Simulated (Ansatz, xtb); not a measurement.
# Relative energy of two structures of CH6AlClSi2

We compare a, `[Cl][Al]1[SiH2]C[SiH2]1`, a singlet, with b, a singlet given by its coordinates. Both are isolated molecules in the gas phase, relaxed with PBE0-D3(BJ)/def2-SVP.

a (Å):

```xyz
11

C     0.4423    0.5804    1.2335
Al   -2.1233    0.0583   -0.1834
Cl   -4.0312    0.1541   -1.0741
Si   -1.0426   -0.3846    1.9705
Si    0.2358    0.5045   -0.6720
H    -1.4807    0.1108    3.3138
H    -0.6830   -1.8352    2.1082
H     0.3430    1.6369    1.5409
H     1.4223    0.2198    1.5862
H     0.7949    1.6934   -1.3901
H     0.9198   -0.7205   -1.2051
```

b (Å):

| atom | x (Å) | y (Å) | z (Å) |
| --- | --- | --- | --- |
| C | 0.6720 | 0.8384 | 1.3848 |
| Al | -0.1270 | -0.1052 | -2.2355 |
| Cl | 0.8212 | -1.0500 | -3.8740 |
| Si | 1.1881 | 0.0622 | -0.2572 |
| Si | 3.1439 | -0.8061 | -0.5039 |
| H | -0.2117 | 0.3261 | 1.7939 |
| H | 0.4205 | 1.9009 | 1.2481 |
| H | 1.4882 | 0.7648 | 2.1180 |
| H | 4.2049 | -0.8655 | 0.5423 |
| H | 3.5511 | -1.4175 | -1.7963 |
| H | -1.6100 | 0.4033 | -2.4564 |

Close contacts (Å): C1–Si4 1.89, Al2–Cl3 2.12, Al2–Si4 2.38, Si4–Si5 2.15, C1–H6 1.10, C1–H7 1.10, C1–H8 1.10, Al2–H11 1.58, Si5–H9 1.49, Si5–H10 1.49.

Estimate which is lower in electronic energy at CCSD(T)/def2-SVP + ΔMP2/def2-TZVPP, and by roughly how much.

The CCSD(T)/def2-SVP + ΔMP2/def2-TZVPP calculation puts structure a lower, by 74.9 kJ/mol.

Level by level:

```csv
level,geometry,E(b) − E(a) (kJ/mol),departure from the last row (kJ/mol),"job, with rough time for the two"
PBE0-D3(BJ)/def2-SVP,PBE0-D3(BJ)/def2-SVP,+80.2,+5.2,"optimisation, 65 s"
HF/def2-SVP,PBE0-D3(BJ)/def2-SVP,+83.8,+8.9,part of the CCSD(T) run
MP2/def2-SVP,PBE0-D3(BJ)/def2-SVP,+75.5,+0.6,part of the CCSD(T) run
CCSD(T)/def2-SVP,PBE0-D3(BJ)/def2-SVP,+68.9,−6.0,single point
CCSD(T)/def2-SVP + ΔMP2/def2-TZVPP,PBE0-D3(BJ)/def2-SVP,+74.9,,"single point, 47 s"
```

None of the levels shown reverses the order. The largest departure from CCSD(T)/def2-SVP + ΔMP2/def2-TZVPP is that of HF/def2-SVP, 8.9 kJ/mol. Levels run at GFN2-xTB geometries aren't shown. The last row adds to CCSD(T) the change of the MP2 difference between the two basis sets, here +6.0 kJ/mol.

With harmonic frequencies from PBE0-D3(BJ)/def2-SVP (ideal gas, rigid rotor, one conformer each, 298.15 K, 1 atm): on the last row, ΔE + ΔZPE = +76.3 kJ/mol. A mode under 50 cm⁻¹ makes harmonic enthalpies and free energies unreliable, so none is given.

The correlated steps freeze 21 core orbitals. Run with Ansatz 0.2.0; the last row on 2 threads of Arm Neoverse V1 on a shared host.
